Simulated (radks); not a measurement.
Values are calculated unless marked as measured or tabulated.
Au10+, 69 electrons, occupied as [Xe] 4f14 5d1. Code: a radial shooting solver on a logarithmic mesh with Libxc functionals. Model: scalar-relativistic Kohn-Sham, exchange-only LDA, spin-polarised, spherical densities, point nucleus; open shells are filled with parallel spins first (spin-orbit coupling, left out, can overturn this in heavy ions).

Normalised radial functions P(r) = r R(r), r in bohr:

r            5s up  5d down
0.0008358   0.0760   0.0000
0.001267    0.1025   0.0000
0.001921    0.1352   0.0001
0.002888    0.1717   0.0002
0.004378    0.2069   0.0006
0.006637    0.2262   0.0017
0.009981    0.2051   0.0050
0.01513     0.1104   0.0144
0.02293    -0.0739   0.0391
0.03449    -0.2829   0.0952
0.05228    -0.3315   0.2034
0.07925    -0.0053   0.3416
0.1192      0.4535   0.3704
0.1807      0.2588   0.0746
0.2739     -0.5852  -0.4420
0.4118     -0.4320  -0.4860
0.6243      0.8650   0.2796
0.9464      1.2144   1.0212
1.423       0.4884   0.8652
2.157       0.0536   0.2651
3.27        0.0010   0.0214

5s up: eigenvalue -272.87 eV, 4 radial nodes at r = 0.0198, 0.0796, 0.206, 0.478 bohr, <r> = 0.894 bohr, 90 % of the charge inside 1.26 bohr. 5d down (empty): eigenvalue -155.02 eV, 2 radial nodes at r = 0.192, 0.552 bohr, <r> = 1.18 bohr, 90 % of the charge inside 1.70 bohr.
